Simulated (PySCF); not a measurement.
Screening by computed properties: pick the candidate that meets the target.

Each SMILES stands for a single optimised conformer of the isolated species, non-relativistic unless stated. Electronic properties by PySCF.

The conformers computed, where there is a choice (atom-mapped SMILES and torsion angles):
- `[F:1]/[CH:2]=[CH:3]/[CH:4]=[CH:5]/[F:6]`: C2–C3–C4–C5 180°
- `[CH:1]#[C:2][C@@H:3]([F:4])[CH2:5][F:6]`: C2–C3–C5–F6 155°
- `[CH:1]#[C:2][Si@@H:3]1[C@@H:4]([F:5])[C@@H:6]1[O:7][CH3:8]`: C4–C6–O7–C8 77°
- `[CH:1]#[C:2]/[C:3]([F:4])=[CH:5]/[O:6][CH2:7][SiH3:8]`: C3–C5–O6–C7 0°, C5–O6–C7–Si8 180°
- `[NH2:1][Si@@H:2]([F:3])[NH:4][SiH2:5][CH2:6][F:7]`: N1–Si2–N4–Si5 -178°, Si2–N4–Si5–C6 -172°, N4–Si5–C6–F7 -56°, H–N1–Si2–F3 -177°, H–N1–Si2–F3 44°
- `[F:1][CH2:2][C@@H:3]1[CH:4]=[C:5]1[F:6]`: F1–C2–C3–C4 -90°

Task: Wanted: static isotropic polarisability above 93 au (CAM-B3LYP/def2-SVPD) and lowest singlet excitation below 6.2 eV (TDDFT CAM-B3LYP/def2-SVPD), at GFN2-xTB geometries. Which candidate meets both?
A. `FC[C@@H]1C=C1F`
B. `C(#C)/C(=C/OC[SiH3])F`
C. `C#C[Si@@H]1[C@@H](F)[C@@H]1OC`
D. `C(=C\F)/C=C/F`
E. `N[Si@@H](F)N[SiH2]CF`
F. `C#C[C@@H](F)CF`

Result: B. Computed values:
| species | static isotropic polarisability | lowest singlet excitation |
| --- | --- | --- |
| FC[C@@H]1C=C1F | 46.3 au | 6.72 eV |
| C#C[C@@H](F)CF | 47.9 au | 6.33 eV |
| C(=C\F)/C=C/F | 54.9 au | 6.02 eV |
| N[Si@@H](F)N[SiH2]CF | 77.9 au | 6.98 eV |
| C#C[Si@@H]1[C@@H](F)[C@@H]1OC | 90.0 au | 5.53 eV |
| C(#C)/C(=C/OC[SiH3])F | 96.1 au | 5.06 eV |

Task: Wanted: electronic spatial extent ⟨r²⟩ about the centre of nuclear charge between 1000 bohr² and 1700 bohr² (CAM-B3LYP/def2-SVPD) and HOMO energy above -8.7 eV (CAM-B3LYP/def2-SVPD), at GFN2-xTB geometries. Which candidate meets both?
A. `C#C[C@@H](F)CF`
B. `C(#C)/C(=C/OC[SiH3])F`
C. `C(=C\F)/C=C/F`
D. `N[Si@@H](F)N[SiH2]CF`
E. `C#C[Si@@H]1[C@@H](F)[C@@H]1OC`
F. `FC[C@@H]1C=C1F`

Result: E. Computed values:
```
                      species  electronic spatial extent ⟨r²⟩ about the centre of nuclear charge  HOMO energy
               C#C[C@@H](F)CF                                                          623 bohr²     -9.95 eV
               FC[C@@H]1C=C1F                                                          640 bohr²     -9.05 eV
                C(=C\F)/C=C/F                                                          875 bohr²     -8.06 eV
C#C[Si@@H]1[C@@H](F)[C@@H]1OC                                                         1313 bohr²     -8.31 eV
         N[Si@@H](F)N[SiH2]CF                                                         1588 bohr²     -9.28 eV
        C(#C)/C(=C/OC[SiH3])F                                                         1766 bohr²     -7.85 eV
```

Task: Wanted: HOMO–LUMO gap below 9 eV (CAM-B3LYP/def2-SVPD) and dipole moment below 1.1 D (CAM-B3LYP/def2-SVPD), at GFN2-xTB geometries. Which candidate meets both?
A. `C#C[Si@@H]1[C@@H](F)[C@@H]1OC`
B. `N[Si@@H](F)N[SiH2]CF`
C. `F/C=C/C=C/F`
D. `FC[C@@H]1C=C1F`
E. `C#C[C@@H](F)CF`

Result: C. Computed values:
| species | HOMO–LUMO gap | dipole moment |
| --- | --- | --- |
| F/C=C/C=C/F | 8.30 eV | 0.00 D |
| C#C[Si@@H]1[C@@H](F)[C@@H]1OC | 8.60 eV | 1.28 D |
| FC[C@@H]1C=C1F | 10.08 eV | 0.98 D |
| N[Si@@H](F)N[SiH2]CF | 10.25 eV | 2.84 D |
| C#C[C@@H](F)CF | 10.95 eV | 2.56 D |

Task: Wanted: smallest rotational constant below 0.8 GHz (GFN2-xTB) and lowest triplet excitation (Tamm–Dancoff) below 6 eV (TDA CAM-B3LYP/def2-SVPD), at GFN2-xTB geometries. Which candidate meets both?
A. `C#C/C(F)=C/OC[SiH3]`
B. `F/C=C/C=C/F`
C. `C#C[C@@H](F)CF`
D. `N[Si@H](N[SiH2]CF)F`
E. `C#C[Si@@H]1[C@@H](F)[C@@H]1OC`

Result: A. Computed values:
```
                      species  smallest rotational constant  lowest triplet excitation (Tamm–Dancoff)
          C#C/C(F)=C/OC[SiH3]                     0.604 GHz                                   3.49 eV
          N[Si@H](N[SiH2]CF)F                     0.698 GHz                                   6.59 eV
C#C[Si@@H]1[C@@H](F)[C@@H]1OC                     0.887 GHz                                   4.42 eV
                  F/C=C/C=C/F                     1.133 GHz                                   3.21 eV
               C#C[C@@H](F)CF                     1.788 GHz                                   5.37 eV
```
